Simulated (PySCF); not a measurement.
PySCF job for C4H3FOSi, SMILES C#C[Si](O)(F)C#C, PBE-D3(BJ)/def2-SVP. Coordinates come from a PBE-D3(BJ)/def2-SVP optimisation. This is a generated structure with no PubChem entry under its InChIKey; it may be hypothetical. One conformer was computed; it need not be the lowest.

```python
import numpy as np
from pyscf import gto, scf, dft, df
from pyscf.hessian import thermo

mol = gto.M(
    atom='''
    C    -0.42334207    2.09172255    1.92673810
    C    -0.36729713    1.14235670    1.15074523
    Si   -0.25572708   -0.23422213   -0.03294729
    O    -0.43810926   -1.64968982    0.81300471
    F    -1.45409949   -0.07652645   -1.13195929
    C     1.31910903   -0.20958741   -0.96004936
    C     2.38718967   -0.20871053   -1.56675356
    H    -0.47542160    2.92580961    2.61511306
    H    -0.17435673   -2.45223453    0.32887674
    H     3.32777008   -0.20289624   -2.10321428
    ''',
    basis='def2-SVP',
    charge=0,
    spin=0,
    max_memory=1600,
    verbose=3,
)
mf = dft.RKS(mol, xc='pbe').density_fit(auxbasis='def2-universal-jkfit')
mf.disp = 'd3bj'
mf.grids.level = 3
mf.conv_tol = 1e-11
mf.max_cycle = 100
mf.kernel()

# [left out here: the lines that compute and print the analytic Hessian (its translational invariance restored by hand, since the grid's response is missing), thermochemistry and intensities]
```

Output:

```
converged SCF energy = -617.921964370357

WARN: DFTD3 does not support analytical Hessian, using finite difference


WARN: Mole.unit (angstrom) is changed to Bohr

Mode                                 0                   1                   2
Irrep
Freq [cm^-1]                       86.5780            124.4872            130.4755
Reduced mass [au]                   4.2782              4.2620              5.2734
Force const [Dyne/A]                0.0189              0.0389              0.0529
Char temp [K]                     124.5664            179.1094            187.7252
Normal mode                   x     y     z       x     y     z       x     y     z
       0   C                 0.15  0.02 -0.06    0.01  0.01 -0.01   -0.06  0.09 -0.12
       1   C                 0.02 -0.02 -0.02   -0.01  0.01 -0.01    0.02 -0.04  0.05
       2  Si                -0.03 -0.03 -0.01   -0.02  0.02 -0.03    0.02 -0.03  0.04
       3   O                -0.05 -0.03 -0.00    0.10 -0.02 -0.06   -0.01 -0.09 -0.07
       4   F                -0.03 -0.04 -0.01   -0.10  0.01  0.05    0.01  0.09  0.06
       5   C                -0.02  0.01  0.02   -0.03  0.03 -0.04    0.01 -0.02  0.02
       6   C                 0.02  0.14  0.09    0.06 -0.08  0.11   -0.01  0.02 -0.02
       7   H                 0.25  0.06 -0.09    0.04  0.00 -0.00   -0.12  0.19 -0.24
       8   H                -0.10 -0.04 -0.01    0.28  0.04 -0.06    0.05 -0.05 -0.10
       9   H                 0.05  0.24  0.15    0.13 -0.17  0.23   -0.03  0.05 -0.05
Mode                                 3                   4                   5
Irrep
Freq [cm^-1]                      180.6333            220.9268            285.5821
Reduced mass [au]                   3.9105              1.4554              8.6096
Force const [Dyne/A]                0.0752              0.0419              0.4137
Char temp [K]                     259.8911            317.8645            410.8890
Normal mode                   x     y     z       x     y     z       x     y     z
       0   C                -0.08 -0.04 -0.00   -0.00  0.03 -0.01    0.01 -0.02 -0.04
       1   C                 0.11  0.00 -0.04    0.01 -0.03  0.06   -0.06 -0.08  0.04
       2  Si                 0.03 -0.02 -0.03    0.01  0.02  0.01   -0.03 -0.03 -0.01
       3   O                -0.03  0.04  0.05    0.02  0.00 -0.02    0.11  0.02  0.10
       4   F                -0.05  0.03  0.06   -0.00 -0.06  0.00    0.03  0.10 -0.06
       5   C                -0.00 -0.08 -0.09   -0.01  0.10 -0.02   -0.07 -0.02 -0.06
       6   C                 0.06  0.05  0.03    0.01 -0.05  0.01   -0.02  0.00  0.03
       7   H                -0.23 -0.08  0.03   -0.02  0.07 -0.06    0.07  0.04 -0.09
       8   H                -0.29 -0.03  0.03   -0.72 -0.07 -0.31   -0.15 -0.05  0.06
       9   H                 0.12  0.15  0.12    0.02 -0.16  0.03    0.02  0.02  0.10
Mode                                 6                   7                   8
Irrep
Freq [cm^-1]                      337.9291            344.6458            387.6065
Reduced mass [au]                   3.8722              5.3972              7.9228
Force const [Dyne/A]                0.2605              0.3777              0.7013
Char temp [K]                     486.2048            495.8686            557.6795
Normal mode                   x     y     z       x     y     z       x     y     z
       0   C                -0.02  0.03  0.00   -0.02  0.04  0.05   -0.02 -0.05 -0.03
       1   C                 0.12 -0.05  0.11    0.08  0.10 -0.02    0.16  0.00 -0.07
       2  Si                -0.01  0.01  0.01   -0.03  0.02  0.04   -0.04 -0.03 -0.01
       3   O                -0.06  0.01  0.00    0.07 -0.05 -0.05    0.04 -0.01  0.03
       4   F                 0.04 -0.05 -0.05    0.04 -0.02 -0.05   -0.02  0.03 -0.04
       5   C                -0.08  0.06 -0.11   -0.08 -0.13 -0.00    0.01  0.11  0.12
       6   C                -0.01 -0.01  0.03   -0.06  0.02  0.04   -0.06 -0.02  0.02
       7   H                -0.12  0.09 -0.08   -0.08  0.00  0.10   -0.14 -0.08  0.00
       8   H                 0.34  0.05  0.17   -0.08  0.04 -0.28    0.01 -0.03  0.05
       9   H                 0.05 -0.06  0.12   -0.04  0.13  0.07   -0.10 -0.10 -0.06
Mode                                 9                  10                  11
Irrep
Freq [cm^-1]                      399.5092            569.6573            690.0203
Reduced mass [au]                   9.0059              9.5175              4.2708
Force const [Dyne/A]                0.8469              1.8197              1.1981
Char temp [K]                     574.8048            819.6100            992.7856
Normal mode                   x     y     z       x     y     z       x     y     z
       0   C                -0.01  0.02 -0.01    0.01 -0.09 -0.07    0.01  0.08  0.06
       1   C                 0.04 -0.09  0.12   -0.01 -0.08 -0.06   -0.02  0.05  0.05
       2  Si                -0.02  0.04 -0.05    0.05  0.05  0.00    0.07 -0.06 -0.09
       3   O                 0.04  0.07 -0.01   -0.00  0.08 -0.05    0.01  0.01 -0.03
       4   F                -0.07 -0.03 -0.03    0.05 -0.02  0.06   -0.01  0.00  0.00
       5   C                 0.07 -0.11  0.10   -0.09 -0.02  0.04   -0.05  0.01  0.04
       6   C                 0.00  0.01 -0.02   -0.10  0.00  0.06   -0.08 -0.02  0.04
       7   H                -0.04  0.09 -0.10    0.01 -0.09 -0.07   -0.11  0.06  0.08
       8   H                 0.02  0.06 -0.01    0.01  0.08 -0.04   -0.09 -0.21  0.31
       9   H                -0.04  0.10 -0.10   -0.11  0.01  0.06   -0.06  0.09  0.08
Mode                                12                  13                  14
Irrep
Freq [cm^-1]                      702.7823            708.1507            708.9996
Reduced mass [au]                   1.2876              1.3001              1.3011
Force const [Dyne/A]                0.3747              0.3841              0.3853
Char temp [K]                    1011.1473           1018.8712           1020.0926
Normal mode                   x     y     z       x     y     z       x     y     z
       0   C                 0.00 -0.00  0.00   -0.12  0.03 -0.03   -0.01 -0.03  0.06
       1   C                -0.00  0.00 -0.00    0.05 -0.00  0.02    0.00  0.02 -0.01
       2  Si                 0.00 -0.00 -0.00    0.01 -0.01 -0.01    0.01 -0.01 -0.01
       3   O                -0.00 -0.00  0.00    0.00  0.00 -0.01    0.00  0.00 -0.00
       4   F                 0.00 -0.00  0.00    0.00 -0.00  0.00   -0.00  0.00 -0.00
       5   C                 0.02 -0.02  0.04   -0.01 -0.01  0.00   -0.02 -0.04 -0.01
       6   C                -0.06  0.06 -0.10   -0.01  0.02  0.01    0.02  0.10  0.05
       7   H                -0.03  0.01 -0.01    0.80 -0.15  0.27    0.04  0.28 -0.31
       8   H                 0.00  0.00 -0.00   -0.01 -0.03  0.05   -0.01 -0.04  0.05
       9   H                 0.38 -0.42  0.66   -0.02 -0.11 -0.02   -0.19 -0.65 -0.32
Mode                                15                  16                  17
Irrep
Freq [cm^-1]                      709.6021            809.0547            873.1518
Reduced mass [au]                   1.2892              2.1587              4.2404
Force const [Dyne/A]                0.3825              0.8325              1.9047
Char temp [K]                    1020.9594           1164.0496           1256.2711
Normal mode                   x     y     z       x     y     z       x     y     z
       0   C                 0.05  0.07 -0.08    0.00 -0.01 -0.01    0.00 -0.03 -0.02
       1   C                -0.02 -0.03  0.03    0.01  0.00 -0.01   -0.00 -0.01 -0.02
       2  Si                -0.00  0.00  0.00   -0.08 -0.01  0.04    0.07  0.06  0.07
       3   O                -0.00 -0.01  0.00    0.04  0.07 -0.10    0.00 -0.06 -0.01
       4   F                -0.00  0.00 -0.00    0.05 -0.01  0.03   -0.10  0.01 -0.09
       5   C                -0.00 -0.02 -0.01    0.02 -0.01 -0.01   -0.01 -0.01 -0.00
       6   C                 0.02  0.05  0.02    0.03 -0.00 -0.02   -0.01 -0.00  0.00
       7   H                -0.32 -0.46  0.53   -0.03 -0.03  0.01    0.02 -0.03 -0.02
       8   H                 0.00  0.00 -0.01   -0.17 -0.35  0.53   -0.08 -0.28  0.33
       9   H                -0.09 -0.36 -0.17    0.04  0.01 -0.01    0.00  0.02  0.03
Mode                                18                  19                  20
Irrep
Freq [cm^-1]                      939.9695           2092.8197           2102.2665
Reduced mass [au]                   7.6383              5.9319              5.9223
Force const [Dyne/A]                3.9763             15.3075             15.4212
Char temp [K]                    1352.4068           3011.1016           3024.6934
Normal mode                   x     y     z       x     y     z       x     y     z
       0   C                -0.00  0.01  0.01   -0.00  0.02  0.01    0.01 -0.13 -0.10
       1   C                -0.00  0.01  0.00    0.00 -0.02 -0.02   -0.01  0.17  0.14
       2  Si                 0.04 -0.10  0.08    0.01  0.00 -0.00    0.00 -0.01 -0.01
       3   O                 0.01  0.13 -0.06    0.00  0.00 -0.00    0.00 -0.00 -0.00
       4   F                -0.06  0.01 -0.05    0.00  0.00 -0.00    0.00 -0.00 -0.00
       5   C                -0.00  0.01 -0.00   -0.19 -0.00  0.11   -0.02 -0.00  0.01
       6   C                 0.00  0.00 -0.00    0.14  0.00 -0.08    0.02  0.00 -0.01
       7   H                 0.01 -0.00  0.02   -0.00  0.03  0.02    0.01 -0.23 -0.19
       8   H                 0.06  0.22 -0.19   -0.00 -0.00  0.00    0.00 -0.00 -0.00
       9   H                 0.01 -0.02  0.01    0.26  0.00 -0.15    0.03  0.00 -0.02
Mode                                21                  22                  23
Irrep
Freq [cm^-1]                     3388.6208           3390.5687           3762.8046
Reduced mass [au]                   1.1578              1.1585              1.0666
Force const [Dyne/A]                7.8329              7.8466              8.8974
Char temp [K]                    4875.4708           4878.2735           5413.8380
Normal mode                   x     y     z       x     y     z       x     y     z
       0   C                 0.00 -0.00 -0.00    0.00 -0.08 -0.07   -0.00  0.00  0.00
       1   C                -0.00  0.00  0.00   -0.00  0.02  0.02   -0.00  0.00  0.00
       2  Si                 0.00 -0.00 -0.00    0.00 -0.00 -0.00    0.00  0.00 -0.00
       3   O                -0.00  0.00  0.00    0.00 -0.00 -0.00    0.02 -0.05 -0.03
       4   F                -0.00  0.00 -0.00    0.00  0.00  0.00   -0.00  0.00 -0.00
       5   C                -0.02 -0.00  0.01    0.00  0.00 -0.00    0.00  0.00 -0.00
       6   C                 0.09  0.00 -0.05   -0.00 -0.00  0.00    0.00 -0.00 -0.00
       7   H                -0.00  0.02  0.01   -0.04  0.71  0.59    0.00 -0.00 -0.00
       8   H                 0.00 -0.00 -0.00   -0.00  0.00  0.00   -0.26  0.81  0.46
       9   H                -0.80 -0.00  0.46    0.02  0.00 -0.01   -0.00 -0.00  0.00
temperature 298.1500 [K]
pressure 101325.00 [Pa]
Rotational constants [GHz] 2.59652 1.69809 1.40407
Symmetry number 1
Zero-point energy (ZPE) 0.05455 [Eh]   143233.925 [J/mol]
                           tot       elec      trans        rot        vib
Entropy [J/mol/K]       379.940      0.000    167.831    118.583     93.526
Cv [J/mol/K]            126.125      0.000     12.472     12.472    101.182
Cp [J/mol/K]            134.440      0.000     20.786     12.472    101.182
Internal energy [J/mol]                      3718.434   3718.434 158922.855
Internal energy [Eh]   -617.85860  -617.92196
Enthalpy [J/mol]                             6197.391   3718.434 158922.855
Enthalpy [Eh]          -617.85766
Gibbs free energy [J/mol]                  -43841.322 -31637.190 131038.117
Gibbs free energy [Eh] -617.90080
mode   freq/cm-1   IR/(km/mol)
   1       86.58         0.647
   2      124.49         6.667
   3      130.48         2.879
   4      180.63         6.721
   5      220.93        64.263
   6      285.58        17.255
   7      337.93        19.158
   8      344.65        57.446
   9      387.61        45.433
  10      399.51        46.214
  11      569.66        24.941
  12      690.02       159.350
  13      702.78        25.358
  14      708.15        38.871
  15      709.00        34.634
  16      709.60        31.480
  17      809.05       311.030
  18      873.15       170.196
  19      939.97       123.031
  20     2092.82        49.910
  21     2102.27        79.297
  22     3388.62        49.199
  23     3390.57        45.231
  24     3762.80        96.976
max |gradient| / (hartree/bohr): 0.00020358554584432443
APT charges: [-0.1375 -0.5744  2.2001 -0.8499 -0.6549 -0.5671 -0.158   0.2156  0.309
  0.217 ]
```

The run converged.

Cost: around 2.8 core-minutes (rough).
